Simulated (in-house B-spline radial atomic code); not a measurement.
A fraction x of an electron is moved 5s → 5d in Xe4+, starting from [Kr] 4d10 5s2 5p2 and keeping the highest spin. All numbers are computed (non-relativistic OLYP, spin-polarised, spherical fractional occupations; point nucleus) with an all-electron radial atomic-structure program (B-spline basis), not measured.

```json
{"x": "0", "E(x) - E(0) (eV)": "0.0000", "5s down level (eV)": "-57.535", "5d up level (eV)": "-"}
{"x": "0.125", "E(x) - E(0) (eV)": "3.3443", "5s down level (eV)": "-57.604", "5d up level (eV)": "-30.922"}
{"x": "0.25", "E(x) - E(0) (eV)": "?", "5s down level (eV)": "?", "5d up level (eV)": "?"}
{"x": "0.375", "E(x) - E(0) (eV)": "9.9817", "5s down level (eV)": "-57.789", "5d up level (eV)": "-31.356"}
{"x": "0.5", "E(x) - E(0) (eV)": "13.2809", "5s down level (eV)": "-57.937", "5d up level (eV)": "-31.574"}
{"x": "0.625", "E(x) - E(0) (eV)": "?", "5s down level (eV)": "?", "5d up level (eV)": "?"}
{"x": "0.75", "E(x) - E(0) (eV)": "19.8765", "5s down level (eV)": "-58.481", "5d up level (eV)": "-32.008"}
{"x": "0.875", "E(x) - E(0) (eV)": "23.1995", "5s down level (eV)": "-58.938", "5d up level (eV)": "-32.223"}
{"x": "1", "E(x) - E(0) (eV)": "26.5557", "5s down level (eV)": "-", "5d up level (eV)": "-32.438"}
```

Question: What belongs in the row x = 0.25?

Answer: An energy change of 6.6709 eV; 5s down at -57.684 eV, 5d up at -31.138 eV.

Question: What belongs in the row x = 0.625?

Answer: An energy change of 16.5755 eV; 5s down at -58.156 eV, 5d up at -31.791 eV.

Question: Check Janak's theorem between x = 0.375 and 0.5.

Answer: The slope of the energy is 26.39 eV; the orbital levels give 26.40 eV (ε of the receiving orbital less ε of the emptying one, averaged over the two points).
